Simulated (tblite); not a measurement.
Compound: C6H18N2Si.
Cartesian coordinates in Å at the GFN2-xTB level; atoms count from 1:
```xyz
27
C6H18N2Si angstrom
C      2.2720   -1.2166    0.0880
N      2.3186    0.2201    0.2301
C      2.7944    0.8626   -0.9716
C      1.0537    0.7673    0.6939
Si    -0.5156    0.4839   -0.3896
C     -1.4490    2.1491   -0.4866
N     -1.4159   -0.8334    0.2827
C     -1.8334   -0.8321    1.6639
C     -2.3101   -1.6157   -0.5347
H      1.5891   -1.5466   -0.7088
H      1.9400   -1.6545    1.0278
H      3.2744   -1.5832   -0.1344
H      2.8521    1.9369   -0.8014
H      3.7948    0.4930   -1.1963
H      2.1493    0.6822   -1.8439
H      1.2082    1.8410    0.8238
H      0.8953    0.3560    1.6941
H     -0.2286    0.0344   -1.7598
H     -2.3843    2.0407   -1.0287
H     -0.8676    2.9157   -0.9903
H     -1.6900    2.5237    0.5055
H     -1.1459   -0.2432    2.2644
H     -1.8466   -1.8561    2.0498
H     -2.8414   -0.4133    1.7812
H     -2.3625   -2.6379   -0.1493
H     -1.9447   -1.6459   -1.5570
H     -3.3263   -1.2019   -0.5406
```

Level: GFN2-xTB in tblite, geometry and Hessian alike; calculated harmonic values, unscaled, isolated species. Against measured fundamentals such values can be off by several per cent, at times by over 20. Modes of hydrogen on silicon can be 10 to 20 % off. One conformer, not necessarily the lowest. The optimisation stopped once no atom felt more than 0.01 eV/Å.

Lowest wavenumbers of the output (negative numbers stand for imaginary wavenumbers):
```
mode    cm-1
  1     -24.0
  2      34.4
  3      81.8
  4     106.2
  5     119.9
  6     139.4
  7     167.1
  8     175.3
  9     198.9
 10     210.2
```

Q: Is this structure a minimum?

A: Not by this Hessian. 1 mode is imaginary beyond 20i (24i cm⁻¹), so at this level the point lies at or near a first-order saddle. The curvature is small, so loose convergence or finite differences may be the whole cause.

Q: Which atoms move in the imaginary mode?

A: 24i: C1 (N-methyl carbon) 17 %, C3 (N-methyl carbon) 13 %, C8 (N-methyl carbon) 11 %. These are shares of the mass-weighted motion.

Q: What is the remedy?

A: Step along that mode in both directions, optimise again with tighter thresholds and repeat the frequencies. The zero-point energy of this point (147.2 kcal/mol) counts the 74 real modes alone, and thermal corrections from it aren't those of a minimum.
